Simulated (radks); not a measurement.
Sr2+, 36 electrons, occupied as [Kr] (the NIST ground configuration). Method: scalar-relativistic Kohn-Sham, PBE, spin-polarised, spherical densities, point nucleus; hard spherical wall at 6 bohr; computed with a radial shooting solver on a logarithmic mesh with Libxc functionals. Some entries of the table are withheld. Estimate them.

orbital  occ.  eigenvalue (eV)  r(max) (bohr)
1s          2        -15951.54            (1)
2s          2        -2172.116            (2)
2p          6        -1931.582         0.1160
3s          2        -347.8329         0.4358
3p          6              (3)         0.4308
3d         10              (4)         0.3766
4s          2         -54.7192          1.190
4p          6         -36.5114            (5)
4d          0         -13.1425          1.885
5s          0         -12.8840          3.099
5p          0          -8.1131          3.498

Answer. 
(1) 1s r(max) (bohr): 0.02553
(2) 2s r(max) (bohr): 0.1451
(3) 3p eigenvalue (eV): -270.2045
(4) 3d eigenvalue (eV): -142.0625
(5) 4p r(max) (bohr): 1.324
